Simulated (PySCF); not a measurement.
Computed shifts of a molecule C₄H₁₀Si, PBE/pcSseg-1 in PySCF, GIAO, gas phase, atoms alike by connectivity averaged where their shifts nearly agree, in ppm (number of nuclei): ¹³C: 35.5 (2), 12.9 (2). ²⁹Si: -28.2 (1). ¹H: 4.48 (2), 2.42 (2), 1.46 (2), 1.37 (2), 1.01 (2). References: ¹³C against TMS (σ = 182.0 ppm); ²⁹Si against TMS (σ = 335.4 ppm); ¹H against TMS (σ = 31.49 ppm), references at their B3LYP-D3(BJ)/def2-TZVP geometries, non-relativistic. The structure is a stationary point at B3LYP-D3(BJ)/def2-SVP. One conformer was computed; it need not be the lowest.

### Question
Which molecule gave these data?
(A) C=C[SiH](C)C
(B) C1CC[SiH2]C1
(C) CC1C[SiH2]C1
(D) CC(C)=C[SiH3]

### Answer
B, C1CC[SiH2]C1
